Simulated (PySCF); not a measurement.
Computed shifts of a molecule C4H12OSi, PBE/pcSseg-1 run with PySCF, GIAO, gas phase, atoms alike by connectivity averaged where their shifts nearly agree, in ppm (number of nuclei): ¹³C: 84.9 (1), 63.9 (1), 30.8 (1), 15.8 (1). ²⁹Si: -72.6 (1). ¹H: 4.23 (3), 3.89 (1), 3.69 (2), 3.43 (1), 2.04 (1), 1.60 (1), 1.32 (3). References: ¹³C against TMS (σ = 182.0 ppm); ¹⁷O against H2O (σ = 334.3 ppm); ²⁹Si against TMS (σ = 335.4 ppm); ¹H against TMS (σ = 31.49 ppm), references at their B3LYP-D3(BJ)/def2-TZVP geometries, non-relativistic. Geometry: B3LYP-D3(BJ)/def2-SVP. The values are those of a single conformer.

Task: Pick the molecule that these values belong to.
A. CC[SiH2]COC
B. CC[C@H]([SiH3])OC
C. CCCOC[SiH3]
D. CCOCC[SiH3]

Result: C, CCCOC[SiH3]
